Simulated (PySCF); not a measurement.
C6H9O (charge +1).
Atom-mapped SMILES: `[CH:1]#[C:2][C+:3]([CH3:4])[CH2:5][O:6][CH3:7]` (hydrogens: H8 on C1; H9, H10, H11 on C4; H12, H13 on C5; H14, H15, H16 on C7)

The same species was optimised twice, with GFN2-xTB and with PBE0-D3(BJ)/def2-SVP (PySCF), and the same property calculations (PySCF, gas phase) were run on both structures.

```json
{"coordinate": "C5–O6 (Å)", "GFN2-xTB": "1.382", "PBE0-D3(BJ)/def2-SVP": "1.361", "change": "-0.021"}
{"coordinate": "C1≡C2 (Å)", "GFN2-xTB": "1.211", "PBE0-D3(BJ)/def2-SVP": "1.221", "change": "+0.010"}
{"coordinate": "C3–C4 (Å)", "GFN2-xTB": "1.444", "PBE0-D3(BJ)/def2-SVP": "1.453", "change": "+0.009"}
{"coordinate": "C3–C5 (Å)", "GFN2-xTB": "1.467", "PBE0-D3(BJ)/def2-SVP": "1.472", "change": "+0.005"}
{"coordinate": "C2–C3 (Å)", "GFN2-xTB": "1.383", "PBE0-D3(BJ)/def2-SVP": "1.388", "change": "+0.005"}
{"coordinate": "O6–C7 (Å)", "GFN2-xTB": "1.419", "PBE0-D3(BJ)/def2-SVP": "1.418", "change": "-0.001"}
{"coordinate": "C1–C2–C3 (°)", "GFN2-xTB": "178.4", "PBE0-D3(BJ)/def2-SVP": "178.8", "change": "+0.4"}
{"coordinate": "C2–C3–C4 (°)", "GFN2-xTB": "121.5", "PBE0-D3(BJ)/def2-SVP": "121.8", "change": "+0.3"}
{"coordinate": "C2–C3–C5 (°)", "GFN2-xTB": "119.7", "PBE0-D3(BJ)/def2-SVP": "119.4", "change": "-0.3"}
{"coordinate": "C3–C5–O6 (°)", "GFN2-xTB": "111.9", "PBE0-D3(BJ)/def2-SVP": "111.7", "change": "-0.2"}
{"coordinate": "C5–O6–C7 (°)", "GFN2-xTB": "115.2", "PBE0-D3(BJ)/def2-SVP": "115.3", "change": "+0.1"}
{"coordinate": "C4–C3–C5 (°)", "GFN2-xTB": "118.8", "PBE0-D3(BJ)/def2-SVP": "118.7", "change": "-0.1"}
{"coordinate": "C2–C3–C5–O6 (°)", "GFN2-xTB": "180", "PBE0-D3(BJ)/def2-SVP": "180", "change": "0"}
{"coordinate": "C3–C5–O6–C7 (°)", "GFN2-xTB": "179", "PBE0-D3(BJ)/def2-SVP": "179", "change": "0"}
```

Rotational constants: A = 6443, B = 1376, C = 1158 MHz (GFN2-xTB) against A = 6350, B = 1380, C = 1158 MHz (PBE0-D3(BJ)/def2-SVP). Atoms that the bonding makes alike are paired by their places after alignment.

On the GFN2-xTB structure: HOMO (eV) -12.30 [PBE0/pcSseg-1]; LUMO (eV) -8.99 [PBE0/pcSseg-1]; GIAO shielding of C1 (ppm) -23.6 [PBE0/pcSseg-1]; GIAO shielding of C2 (ppm) 90.4 [PBE0/pcSseg-1]; GIAO shielding of C3 (ppm) -98.3 [PBE0/pcSseg-1]; GIAO shielding of C4 (ppm) 133.8 [PBE0/pcSseg-1]; GIAO shielding of C5 (ppm) 88.2 [PBE0/pcSseg-1]; GIAO shielding of O6 (ppm) 265.5 [PBE0/pcSseg-1]; GIAO shielding of C7 (ppm) 123.9 [PBE0/pcSseg-1].

Q: What do these properties become on the PBE0-D3(BJ)/def2-SVP structure?

A: 
```csv
property,level,on GFN2-xTB,on PBE0-D3(BJ)/def2-SVP,change
HOMO (eV),PBE0/pcSseg-1,-12.30,-12.36,-0.06
LUMO (eV),PBE0/pcSseg-1,-8.99,-8.92,+0.07
"energy, GFN2-xTB geometry as zero (kcal/mol)",PBE0/pcSseg-1,0.0,-0.3,-0.3
GIAO shielding of C1 (ppm),PBE0/pcSseg-1,-23.6,-25.6,-2.0
GIAO shielding of C2 (ppm),PBE0/pcSseg-1,90.4,90.9,+0.5
GIAO shielding of C3 (ppm),PBE0/pcSseg-1,-98.3,-100.5,-2.2
GIAO shielding of C4 (ppm),PBE0/pcSseg-1,133.8,131.8,-2.0
GIAO shielding of C5 (ppm),PBE0/pcSseg-1,88.2,88.5,+0.3
GIAO shielding of O6 (ppm),PBE0/pcSseg-1,265.5,270.7,+5.2
GIAO shielding of C7 (ppm),PBE0/pcSseg-1,123.9,122.7,-1.2
```

The heavy atoms differ by 0.013 Å rms after alignment. Among bonds between heavy atoms C5–O6 changes most (-0.021 Å). Changes are differences of the printed values. Neither structure is proved a minimum here. The structure is a single PBE0-D3(BJ)/def2-SVP conformer in the gas phase; no vibrational or solvent corrections.

Conformer computed: `[CH:1]#[C:2][C+:3]([CH3:4])[CH2:5][O:6][CH3:7]`: C2–C3–C5–O6 180°, C3–C5–O6–C7 179°.
